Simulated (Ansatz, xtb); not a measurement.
CH4F2NSi+: where a starting geometry ends

The starting geometry of this gas-phase singlet was built from a drawn formula by distance geometry and a force field; its bonds are those of `NC(F)(F)[SiH2+]`.

```xyz
9

C    -0.4678    1.4805   -0.5162
F    -0.8371    0.8140   -1.5984
F    -1.3480    1.1227    0.4660
N    -0.7464    2.8869   -0.7556
Si    1.2524    1.0944   -0.0743
H    -0.7995    3.3316    0.1405
H    -1.6936    2.9487   -1.1546
H     2.2266    1.4183   -1.1749
H     1.7149    1.7429    1.1692
```

Predict what it relaxes into with r2SCAN-D4/def2-SVP.

It rearranges to `FC1(F)[NH2+][SiH2]1`. Contacts that close: N4–Si5 (2.77 → 1.91 Å).

The energy falls by 2.26 eV over 12 steps:

| step | E − E(last) (eV) |
| --- | --- |
| 1 | 2.261 |
| 2 | 1.299 |
| 3 | 0.966 |
| 5 | 0.455 |
| 6 | 0.139 |
| 7 | 0.040 |
| 8 | 0.016 |
| 10 | 0.000 |
| 11 | 0.000 |
| 12 | 0.000 |

Final geometry (Å):

```xyz
9

C    -0.6887    1.1559   -0.4121
F    -1.1602    0.6806   -1.5459
F    -1.4689    0.8733    0.6102
N    -0.4670    2.6703   -0.5158
Si    1.1103    1.6377   -0.1980
H    -0.9117    3.2233    0.2304
H    -0.6734    3.0740   -1.4404
H     1.9643    1.6472   -1.3986
H     1.5969    1.8776    1.1718
```

From the same start GFN2-xTB reaches the same bonding as this run.

No frequencies were run, so the end isn't proven a minimum. Run with Ansatz 0.2.0, 32 s on 1 thread of Intel(R) Xeon(R) Platinum 8488C (Sapphire Rapids), with other jobs on the host.
